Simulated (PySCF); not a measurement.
# Stretching PPb

Set-up: PySCF, spin-free X2C with a Gaussian nucleus, basis sets P x2c-TZVPPall, Pb x2c-TZVPPall. Energies in eV from P + Pb in their ground configurations at the same level. State: doublet, unpaired electrons π ↑, a mixture of terms (⟨Lz²⟩ = 1.9).

All columns are PBEsol. A positive dipole means P(−)Pb(+).

```
R (Å)  E (eV)  μ (D)  Mulliken charge on P (basis-dependent)  HOMO (eV)  LUMO (eV)  Mayer bond order  ⟨S²⟩
2.073  -1.987   1.43                                   -0.31      -5.11      -5.52              2.23  0.75
2.169  -2.682   1.75                                   -0.31      -5.19      -5.30              2.22  0.75
2.265  -3.068   2.06                                   -0.30      -5.24      -5.11              2.21  0.75
2.338  -3.207   2.28                                   -0.30      -5.16      -4.98              2.21  0.76
2.410  -3.250   2.49                                   -0.30      -5.04      -4.86              2.21  0.76
2.482  -3.219   2.69                                   -0.29      -4.93      -4.75              2.21  0.76
2.579  -3.093   2.92                                   -0.29      -4.80      -4.62              2.21  0.77
2.699  -2.848   3.17                                   -0.28      -4.66      -4.49              2.17  0.80
2.844  -2.491   3.34                                   -0.27      -4.52      -4.38              2.02  0.94
3.037  -2.015   3.38                                   -0.24      -4.41      -4.30              1.67  1.25
```

A fit through these points gives, at Re = 2.412 Å, μ = 2.50 D and dμ/dR = 2.78 D/Å; the reduced mass is 26.96 u.

**Question.** How strong is the fundamental in the double-harmonic approximation, I = 42.26·(dμ/dR)²/μred km/mol?

**Answer.** I = 42.26·(2.78)²/26.96 = 12.1 km/mol at PBEsol.

⟨S²⟩ of the unrestricted solution departs from its pure value on part of the curve, where spin states mix. These are scalar-relativistic numbers at best; spin–orbit coupling would shift them, the dissociation energy most. The state was picked by a PBE0 search and need not be the measured ground state.

At some distances an empty level lies below a filled one, because the occupation is held.
